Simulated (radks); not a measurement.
The numbers below are computed, except where a source is named.
Valence configurations of Nd II (all share [Xe]). Code: a radial shooting solver on a logarithmic mesh with Libxc functionals. Model: non-relativistic Kohn-Sham, PBE, spin-unpolarised, spherical densities, point nucleus; relativity is left out, which matters for an element this heavy. Energies are relative to 4f4 6s1; eigenvalues in eV.

| valence | E (eV) | e(4f) | e(5d) | e(6p) | e(6s) |
|---|---|---|---|---|---|
| 4f4 6s1 | 0.000 | -10.453 | - | - | -7.776 |
| 4f5 | 0.121 | -3.842 | - | - | - |
| 4f4 5d1 | 0.260 | -8.193 | -6.266 | - | - |
| 4f4 6p1 | 2.523 | -11.442 | - | -5.791 | - |
| 4f3.5 6s1 6p0.5 | 3.554 | -15.171 | - | -6.065 | -8.818 |
| 4f3 5d1 6s1 | 4.946 | -16.549 | -9.150 | - | -8.274 |
| 4f3 6s1 6p1 | 9.181 | -20.258 | - | -6.789 | -9.790 |
| 4f2 5d2 6s1 | 15.083 | -23.471 | -10.471 | - | -8.663 |
| 4f2 6s1 6p2 | 27.422 | -31.309 | - | -8.093 | -11.595 |
| 4f1 5d1 6s1 6p2 | 46.036 | -39.191 | -17.385 | -8.293 | -11.964 |

NIST lists [Xe] 4f4 6s1 as the ground configuration; this level of theory agrees among the configurations tried. The energies are those of spherical spin-averaged densities, not of single terms. Relativity is left out, which favours d and f over s occupation in heavy atoms.
